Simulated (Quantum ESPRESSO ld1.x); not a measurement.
The numbers below are computed, except where a source is named.
Species: Cu+. Configuration: [Ar] 3d9.5 4d0.5 (fractional occupations, a model configuration). Level of theory: scalar-relativistic Kohn-Sham, LDA (Slater exchange, VWN5 correlation), spin-polarised, spherical densities, point nucleus; open shells are filled with parallel spins first (ld1.x of Quantum ESPRESSO 7.5).

X-ray form factor f0, the Fourier transform of the density (f0(0) = 28):

sin(theta)/lambda (1/angstrom),f0 (electrons)
0.05,27.399
0.1,26.277
0.15,24.928
0.2,23.319
0.25,21.573
0.3,19.808
0.4,16.507
0.5,13.732
0.6,11.550
0.8,8.705
1,7.185
1.25,6.101
1.5,5.290
2,3.840
